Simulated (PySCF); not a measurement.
## Worked example: oscillator strength and radiative lifetime

SbF2Cl, SMILES [Cl][Sb]([F])[F].

Geometry optimised at B3LYP-D3(BJ)/def2-SVP. The def2 effective core potentials stand for the cores of Sb; spin–orbit coupling is left out.

TDA-CAM-B3LYP/def2-SVPD run with PySCF puts the first singlet state with f over 0.02 at 6.24 eV (vertical), with the transition dipole (0.000, 0.000, 0.476) in atomic units.

Task: Find the oscillator strength, the wavelength and the radiative lifetime that this transition would have in vacuum if emission retraced absorption.

Result: 
|μ|² = 0.2266 au, so |μ| = 1.21 D. ΔE = 6.24/27.211 = 0.2293 hartree. f = (2/3) ΔE |μ|² = 0.035 (the program prints 0.035).
λ = 1239.84/6.24 = 199 nm; ν = 50329 cm⁻¹.
Einstein's coefficient A = 0.6670 ν² f s⁻¹ (ν in cm⁻¹) = 5.9e7 s⁻¹, so τ = 1/A = 17 ns. This state is S1. The figure is the radiative limit of this one transition; relaxation, internal conversion, crossing to triplets and a medium change what is measured.
